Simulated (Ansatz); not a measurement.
Ansatz (a quantum-chemistry and plane-wave program) input (HF/6-31G* with LANL2DZ past Ar): The .json file joins the Basis Set Exchange's 6-31G* for atoms up to Ar and LANL2DZ past it.

Ansatz 0.2 input:
```yaml
crystal:
  periodic: [false, false, false]
  atoms:
    - {symbol: Sn, position_ang: [-0.00000000, -0.00000000, -0.61322144]}
    - {symbol: Cl, position_ang: [0.00000000, 0.00000000, 1.80359247]}
basis:
  gaussian:
    orbitals: 6-31Gs+LANL2DZ.json
hamiltonian:
  xc: {name: HF}
magnetization: {spin_polarized: true, initial_magnetization: 1}
phonons: {temperatures: {t_min: 298.15, t_max: 298.15, t_step: 100}}
```

Q: Which harmonic wavenumbers does it give?

A: 316 cm⁻¹ (unscaled; negative means imaginary).
